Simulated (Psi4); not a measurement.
FK, singlet, geometry from GFN2-xTB (such geometries of metal compounds can be far from the true shape), atoms displaced at random by about 0.1 Å a coordinate. Base run: HF/STO-3G (Psi4).

Input for Psi4:
```
memory 2 GB

molecule {
0 1
K    -0.09484121   -0.00821739   -0.41903348
F     0.04614522    0.07236052    1.39357249
}

set {
  basis sto-3g
}

optimize('scf')
print_variables()
```

Variants of this job, named by their change:

```csv
change,ΔE vs base (µEh),optimiser steps
base,0.0,7
g_convergence = nwchem_loose,0.5,6
hess_update = none,0.1,9
g_convergence = gau_tight,0.0,9
intrafrag_step_limit = 0.05,0.0,9
opt_coordinates = cartesian,0.1,5
g_convergence = gau_loose,0.5,6
```
